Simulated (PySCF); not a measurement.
C3H5F, SMILES F/C=C\C (B3LYP/def2-SVP optimised geometry):

```
9

C      1.133     0.644     0.000
C      0.265    -0.579     0.000
C     -1.067    -0.579     0.000
F     -1.792     0.553     0.000
H      1.792     0.664    -0.885
H      0.530     1.563     0.000
H      1.792     0.663     0.885
H      0.745    -1.563     0.000
H     -1.695    -1.474     0.000
```

Calculation: B3LYP/def2-TZVP in PySCF 2.14.0.

**Question.** What are the frontier orbital energies and the dipole moment?

**Answer.** HOMO-2 -10.23 eV, HOMO-1 -10.12 eV, HOMO -7.00 eV, LUMO 0.28 eV, LUMO+1 1.09 eV; dipole moment 1.39 D.

On the same geometry PBE/def2-TZVP in PySCF gives HOMO-2 -8.92 eV, HOMO-1 -8.57 eV, HOMO -5.98 eV, LUMO -0.48 eV, LUMO+1 0.63 eV; dipole moment 1.26 D.

Meta-Löwdin charges at B3LYP/def2-TZVP: C1 -0.33, C2 -0.15, C3 0.15, F4 -0.27, H5 0.12, H6 0.12, H7 0.12, H8 0.12, H9 0.12.
